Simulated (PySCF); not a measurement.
# Computed vibrations of [Nd(H2O)]3+

[Nd(H2O)]3+ (singlet in the valence; each metal's 4f electrons, 3 of them, lie in its core potential, out of spins and levels). PySCF 2.14.0, RKS PBE0, Nd lcecp-1-SVP with ECP49, O def2-SVP, H def2-SVP; non-relativistic Hamiltonian with scalar-relativistic core potentials where named; density fitting; no spin-orbit coupling. Central differences of gradients.

```xyz
4

Nd    0.0000    0.0000   -0.2609
O     0.0000    0.0000    1.9854
H     0.7790    0.0000    2.6134
H    -0.7790    0.0000    2.6134
```

Run from Python with OMP_NUM_THREADS=2. Where DIIS fails, smearing, a level shift and second-order steps follow.
It took 12 s on 2 threads of AMD EPYC 7R43 64-Core Processor (Zen 3), with other jobs on the host.

Problem. What are the harmonic wavenumbers and infrared intensities?

Solution. Modes are labelled in C2v; negative numbers are unstable modes, those under 60 cm⁻¹ near the noise; a finer grid moves soft modes by up to 10 cm⁻¹.
```csv
cm⁻¹,km/mol,symmetry
453,26.7,a1
669,94.5,b2
737,426.0,b1
1653,156.8,a1
3414,824.8,a1
3430,560.5,b2
```

Problem. Is this a minimum?

Solution. Yes. Ideal gas at 298.15 K and 1 bar: S = 270.3 J/(mol K), Cp = 46.0 J/(mol K), H − H(0 K) = 11.2 kJ/mol (rigid rotor, harmonic modes, spin degeneracy alone, that of the 4f electrons in the core included).

An lcecp potential fixes the number of 4f electrons, so in runs with it no electron can move into or out of that shell.
